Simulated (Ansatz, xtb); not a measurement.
Relative energy of two isomers of C3H9B

Structure I: `CB(C)C`, a singlet. Structure II: `CBCC`, a singlet. Both are isolated molecules in the gas phase, relaxed with PBE0-D3(BJ)/def2-SVP, each in the lowest conformer that the search found.

Quicker runs give these differences E(II) − E(I): GFN2-xTB +0.8 kcal/mol; HF/STO-3G +11.9 kcal/mol (at GFN2-xTB geometries); r2SCAN-D4/def2-SVP +15.1 kcal/mol (at GFN2-xTB geometries).

**Question.** Estimate E(II) − E(I) at the level CCSD(T)/def2-SVP + ΔMP2/def2-TZVPP.

**Answer.** Calculated at CCSD(T)/def2-SVP + ΔMP2/def2-TZVPP: E(II) − E(I) = +13.6 kcal/mol, so structure I lies lower.

The same difference at several levels:

```csv
level,geometry,E(II) − E(I) (kcal/mol),departure from the last row (kcal/mol),"job, with rough time for the two"
GFN2-xTB,GFN2-xTB,+0.8,−12.8,"optimisation, 0.23 s"
HF/STO-3G,GFN2-xTB,+11.9,−1.7,"single point, 0.24 s"
r2SCAN-D4/def2-SVP,GFN2-xTB,+15.1,+1.6,"single point, 3.2 s"
PBE0-D3(BJ)/def2-SVP,PBE0-D3(BJ)/def2-SVP,+13.8,+0.2,"optimisation, 41 s"
HF/def2-SVP,PBE0-D3(BJ)/def2-SVP,+12.7,−0.9,part of the CCSD(T) run
MP2/def2-SVP,PBE0-D3(BJ)/def2-SVP,+13.3,−0.3,part of the CCSD(T) run
CCSD(T)/def2-SVP,PBE0-D3(BJ)/def2-SVP,+12.7,−0.9,single point
CCSD(T)/def2-SVP + ΔMP2/def2-TZVPP,PBE0-D3(BJ)/def2-SVP,+13.6,,"single point, 20 s"
```

As drawn, II has 1 C–C, 1 B–H in place of 1 C–B, 1 C–H.

None of the levels shown reverses the order. The largest departure from CCSD(T)/def2-SVP + ΔMP2/def2-TZVPP is that of GFN2-xTB, 12.8 kcal/mol. The last row adds to CCSD(T) the change of the MP2 difference between the two basis sets, here +0.9 kcal/mol.

With harmonic frequencies from PBE0-D3(BJ)/def2-SVP (ideal gas, rigid rotor, one conformer each, 298.15 K, 1 atm): on the last row, ΔE + ΔZPE = +14.0 kcal/mol. A mode under 50 cm⁻¹ makes harmonic enthalpies and free energies unreliable, so none is given.

The correlated steps freeze 4 core orbitals. Codes used: Ansatz 0.2.0, xtb 6.7.1; the last row on 2 threads of Arm Neoverse V1 on a shared host.
